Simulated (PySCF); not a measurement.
Compound: C₅H₆Cl₂.
SMILES with atom numbers: `[Cl:1][C@@H:2]1[C@@H:3]([Cl:4])[C:5]12[CH2:6][CH2:7]2`

Probes without a nucleus sit at each ring's centroid and 1 Å off its mean plane on both sides; NICS is minus the shielding there, NICSzz its component along the normal. Level: GIAO PBE0/pcSseg-1 (PySCF, non-relativistic, gas phase) on the GFN2-xTB geometry, one conformer.

Rings: 1. C2–C3–C5; 2. C5–C6–C7.

```tsv
set	NICS(0)	NICS(1), two faces	NICS(1)zz, two faces
P	-36.9	-6.7 / -6.7	-16.0 / -16.0
Q	-40.3	-7.1 / -7.1	-19.5 / -19.5
```

Problem. Which set (ppm) belongs to which ring?

Solution. P = 1, Q = 2.
- 1 (3-membered carbocycle; formal bonds all single): mean NICS(1)zz -16.0 ppm, shielded. C2, C3, C5 have four or more neighbours; no verdict on aromaticity is drawn. A hydrogen on C2, outside the ring, lies only 1.49 Å from a NICS(1) probe, which then mostly feels that atom.
- 2 (3-membered carbocycle; formal bonds all single): mean NICS(1)zz -19.5 ppm, shielded. C5, C6, C7 have four or more neighbours; no verdict on aromaticity is drawn. A hydrogen on C6, outside the ring, lies only 1.45 Å from a NICS(1) probe, which then mostly feels that atom.

Problem. How do the rings differ in shape?

Solution. 
```
ring     bond lengths (Å)  rms pucker (Å)  HOMA  nearest outside atom to a NICS(1) probe (Å)
   1  1.512, 1.477, 1.477            0.00     –                                hydrogen 1.49
   2  1.481, 1.508, 1.481            0.00     –                                hydrogen 1.45
```
